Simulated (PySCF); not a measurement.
**Correlation energy of Nb (niobium, neutral)**

[Kr] 4d3 5s2, high-spin 4F determinant (an excited configuration). Calculation: PySCF 2.14, in aug-cc-pVTZ-DK (9s8p6d3f2g, 102 functions); scalar relativity by spin-free X2C-1e. Frozen: [Kr]; 5 electrons correlated.

```tsv
level	correlation energy (mhartree)
CCSD	-80.00
(T)	-4.58
CCSD(T)	-84.58
```

Diagnostics: T1 = 0.031, D1 = 0.0906, largest double amplitude 0.051.

T1 exceeds 0.03, a sign that the reference determinant is poor.

Cost of the coupled-cluster step: roughly 10 core-seconds, for 5 correlated electrons.

Iterations:

```
CC2 = 0
CCSD nocc = (np.int64(4), np.int64(1)), nmo = (84, 84)
frozen orbitals [[0, 1, 2, 3, 4, 5, 6, 7, 8, 9, 10, 11, 12, 13, 14, 15, 16, 17], [0, 1, 2, 3, 4, 5, 6, 7, 8, 9, 10, 11, 12, 13, 14, 15, 16, 17]]
max_cycle = 100
direct = 0
conv_tol = 1e-08
conv_tol_normt = 1e-06
diis_space = 8
diis_start_cycle = 0
Init t2, MP2 energy = -0.0668189953896347
Init E_corr(UCCSD) = -0.0668189953903159
cycle = 1  E_corr(UCCSD) = -0.0741333578378804  dE = -0.00731436245  norm(t1,t2) = 0.0721246
cycle = 2  E_corr(UCCSD) = -0.0771415706459147  dE = -0.00300821281  norm(t1,t2) = 0.0342747
cycle = 3  E_corr(UCCSD) = -0.0796572771179733  dE = -0.00251570647  norm(t1,t2) = 0.0191887
cycle = 4  E_corr(UCCSD) = -0.0797819064406682  dE = -0.000124629323  norm(t1,t2) = 0.00608517
cycle = 5  E_corr(UCCSD) = -0.0799181274007451  dE = -0.00013622096  norm(t1,t2) = 0.00388355
cycle = 6  E_corr(UCCSD) = -0.0800047986269786  dE = -8.66712262e-05  norm(t1,t2) = 0.00185548
cycle = 7  E_corr(UCCSD) = -0.0799891423500111  dE = 1.5656277e-05  norm(t1,t2) = 0.000553789
cycle = 8  E_corr(UCCSD) = -0.0800041430889767  dE = -1.5000739e-05  norm(t1,t2) = 0.000182211
cycle = 9  E_corr(UCCSD) = -0.0799971505548076  dE = 6.99253417e-06  norm(t1,t2) = 8.22128e-05
cycle = 10  E_corr(UCCSD) = -0.0799990174277126  dE = -1.8668729e-06  norm(t1,t2) = 3.66171e-05
cycle = 11  E_corr(UCCSD) = -0.0799988085106665  dE = 2.08917046e-07  norm(t1,t2) = 1.29642e-05
cycle = 12  E_corr(UCCSD) = -0.0799987937090144  dE = 1.48016521e-08  norm(t1,t2) = 5.91492e-06
cycle = 13  E_corr(UCCSD) = -0.0799987715457237  dE = 2.21632908e-08  norm(t1,t2) = 2.43075e-06
cycle = 14  E_corr(UCCSD) = -0.0799987847558024  dE = -1.32100788e-08  norm(t1,t2) = 8.48655e-07
cycle = 15  E_corr(UCCSD) = -0.0799987847005769  dE = 5.52255325e-11  norm(t1,t2) = 3.14107e-07
UCCSD converged
E(UCCSD) = -3817.185205706558  E_corr = -0.07999878470057691
UCCSD(T) correction = -0.00457775856306134
```
